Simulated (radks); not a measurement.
All-electron atom: Cl2+ in [He] 2s2 2p5.5 3s2 3p3.5 (fractional occupations, a model configuration).

Calculated with a radial shooting solver on a logarithmic mesh with Libxc functionals: scalar-relativistic Kohn-Sham, BLYP, spin-polarised, spherical densities, finite nucleus; open shells are filled with parallel spins first; Fermi nuclear charge, rms radius 3.3654 fm.

Energy parts (eV):
total: -12427.939
kinetic: 12486.884
electron-nucleus: -29143.570
Hartree: 4965.048
exchange-correlation: -736.301

Orbitals (lengths in bohr, moments of r in powers of bohr; <r^-3> diverges for s and p1/2; r(max) is where P^2 peaks):
\begin{tabular}{lrrrrr}
orbital & occ. & eigenvalue (eV) & r(max) & <r^2> & <r^-3> \\ \hline
1s up & 1 & -2801.567 & 0.05946 & 0.01113 & - \\
1s down & 1 & -2799.944 & 0.05945 & 0.01112 & - \\
2s up & 1 & -293.1480 & 0.3591 & 0.2290 & - \\
2s down & 1 & -290.7463 & 0.3597 & 0.2296 & - \\
2p up & 3 & -233.6540 & 0.2978 & 0.1983 & 106.1 \\
2p down & 2.5 & -230.7856 & 0.2987 & 0.1994 & 105.4 \\
3s up & 1 & -47.9247 & 1.214 & 2.244 & - \\
3s down & 1 & -44.7075 & 1.217 & 2.309 & - \\
3p up & 3 & -34.3342 & 1.293 & 2.744 & 11.00 \\
3p down & 0.5 & -31.3343 & 1.305 & 2.904 & 10.64 \\
\end{tabular}

The highest occupied level is 3p down at -31.334 eV. Summed over all electrons, <r^2> = 15.81 bohr^2, which gives a Langevin (diamagnetic) susceptibility term of -12.5 x 10^-6 cm^3/mol.
